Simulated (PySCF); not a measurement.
(Z)-1-chlorobut-1-ene (C4H7Cl), SMILES CC/C=C\Cl. Atoms are numbered in the order given.

```xyz
12

C     -2.2854     1.0682    -0.3797
C     -1.2602    -0.0111    -0.7585
C     -0.6913    -0.7176     0.4354
C      0.5922    -0.7355     0.8377
Cl     1.8925     0.0704    -0.0012
H     -2.7126     1.5466    -1.2838
H     -1.8173     1.8608     0.2382
H     -3.1274     0.6426     0.2049
H     -1.7505    -0.7628    -1.4174
H     -0.4329     0.4339    -1.3478
H     -1.3977    -1.2713     1.0803
H      0.9330    -1.2696     1.7370
```
Charge 0, spin multiplicity 1.

The structure is a stationary point at PBE-D3(BJ)/def2-SVP. Other conformers were not sampled.

These are PBE/def2-TZVP in PySCF values and carry that method's errors.

Atomic charges (e):

| atom | Mulliken | meta-Löwdin |
|---|---|---|
| C1 | -0.37 | -0.33 |
| C2 | -0.12 | -0.20 |
| C3 | -0.16 | -0.12 |
| C4 | -0.08 | -0.14 |
| Cl5 | -0.10 | -0.05 |
| H6 | 0.12 | 0.12 |
| H7 | 0.12 | 0.12 |
| H8 | 0.11 | 0.11 |
| H9 | 0.10 | 0.12 |
| H10 | 0.11 | 0.12 |
| H11 | 0.11 | 0.12 |
| H12 | 0.14 | 0.14 |

Give the Mayer and Wiberg (Löwdin basis) orders of the bonds. (An estimate is asked for; the answer gives what the named calculation found.)


| bond | Mayer | Wiberg |
|---|---|---|
| C1–C2 | 0.99 | 1.28 |
| C2–C3 | 1.01 | 1.25 |
| C3–C4 | 1.92 | 2.10 |
| C4–Cl5 | 1.12 | 1.71 |
| C1–H6 | 0.96 | 0.91 |
| C1–H7 | 0.97 | 0.91 |
| C1–H8 | 0.97 | 0.91 |
| C2–H9 | 0.94 | 0.83 |
| C2–H10 | 0.95 | 0.83 |
| C3–H11 | 0.92 | 0.81 |
| C4–H12 | 0.93 | 0.87 |
